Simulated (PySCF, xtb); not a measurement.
C2H8BP, SMILES B(C)(C)P.

GFN2-xTB (xtb 6.7.1) at its own geometry gives an orbital gap of 3.47 eV and a dipole moment of 1.80 D.

Geometry: B3LYP-D3(BJ)/def2-SVP. Other conformers were not sampled.

Problem. What does PBE/def2-TZVP (PySCF) give? (An estimate is asked for; the answer gives what the named calculation found.)

Solution. gap 4.16 eV (levels -5.98 and -1.82 eV), dipole 1.11 D.
